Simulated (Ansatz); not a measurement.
C3H11BO, SMILES `C[B-](C)(C)[OH2+]`, relaxed with RKS PBE0-D4/def2-TZVP in Ansatz 0.2.0 from a PBE-D4/def2-SVP geometry. The force threshold is 0.005 eV/Å; the program also tests the step.

Total charge 0; spin multiplicity 1.

Start:

```xyz
16

C    -1.407   -0.506    0.449
B     0.027   -0.003   -0.100
C     0.016    1.323   -1.008
C     1.069   -1.155   -0.513
O     0.801    0.626    1.425
H    -1.990   -0.920   -0.404
H    -2.043    0.303    0.877
H    -1.351   -1.328    1.198
H     1.032    1.719   -1.219
H    -0.597    2.155   -0.594
H    -0.438    1.078   -1.993
H     1.161   -1.976    0.234
H     2.089   -0.770   -0.727
H     0.713   -1.640   -1.448
H     0.787   -0.145    2.029
H     0.131    1.238    1.794
```

**Question.** How much energy does the relaxation release, and in how many steps? (Estimate.)

**Answer.** Ansatz gave: 1.34 kcal/mol, in 6 steps.

**Question.** Which bonds change most? (An estimate is asked.)

**Answer.** Ansatz gave: C1–H7 from 1.114 to 1.097 Å; C1–H8 from 1.114 to 1.097 Å; C4–H12 from 1.114 to 1.097 Å; C3–H9 from 1.111 to 1.094 Å.

**Question.** Give the relaxed structure. (Estimate.)

**Answer.** The calculation gave: 
```xyz
16

C    -1.410   -0.511    0.429
B     0.014   -0.012   -0.109
C     0.008    1.311   -1.001
C     1.056   -1.152   -0.510
O     0.793    0.620    1.419
H    -1.983   -0.919   -0.412
H    -2.032    0.289    0.853
H    -1.349   -1.318    1.170
H     1.011    1.703   -1.195
H    -0.598    2.125   -0.584
H    -0.434    1.079   -1.977
H     1.136   -1.961    0.227
H     2.063   -0.767   -0.701
H     0.721   -1.627   -1.439
H     0.825   -0.121    2.034
H     0.180    1.262    1.795
```
